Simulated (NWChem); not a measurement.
# GaNH$_{2}$Cl$_{2}$; SMILES [Ga]([Cl])([NH2])[Cl]

```xyz
6

Ga     0.2666    -0.0005     0.0000
Cl    -0.8198     0.0003     1.8374
Cl    -0.8198     0.0003    -1.8374
N      2.0555     0.0014     0.0000
H      2.6108    -0.0027    -0.8458
H      2.6108    -0.0027     0.8458
```
Atoms are numbered in this order, from 1.

All runs: NWChem. Medium grid unless said otherwise, to which SCAN and Minnesota functionals are sensitive. Geometry: optimised at PBE0/def2-SVP.

Task: Among these, which level gives the highest value of “orbital gap (eV)”?
(A) B3LYP/def2-TZVP
(B) M06-2X/def2-TZVP
(C) B97-D/def2-TZVP
(D) PBE0/def2-TZVP

Result: B, M06-2X/def2-TZVP. Values: B97-D/def2-TZVP 4.66; B3LYP/def2-TZVP 6.40; PBE0/def2-TZVP 7.00; M06-2X/def2-TZVP 9.28
